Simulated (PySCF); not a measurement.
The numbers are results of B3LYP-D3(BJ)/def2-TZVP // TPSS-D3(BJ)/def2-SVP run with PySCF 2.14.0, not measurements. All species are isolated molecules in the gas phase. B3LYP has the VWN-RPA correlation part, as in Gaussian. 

Reference species: [Ti(Cl)3(F)] (neutral, multiplicity 1).

```yaml
mean_distance_from_the_central_atom_to_its_bonded_neighbours: 2.067 Å
HOMO–LUMO gap: 5.38 eV
coordination_number: 4
charge on the central atom (Mulliken): 1.24 e
```

Changed species: [Ti(F)4] (4 of 4 Cl replaced by F; the reference has 1 of 4 Cl replaced by F).

Predict the effect on the mean distance from the central atom to its bonded neighbours, HOMO–LUMO gap, coordination number and charge on the central atom (Mulliken).

the mean distance from the central atom to its bonded neighbours falls by 0.324 Å, to 1.743 Å; the HOMO–LUMO gap goes up by 3.31 eV, to 8.69 eV; the coordination number is nearly the same; the charge on the central atom (Mulliken) rises by 0.43 e, to 1.67 e.
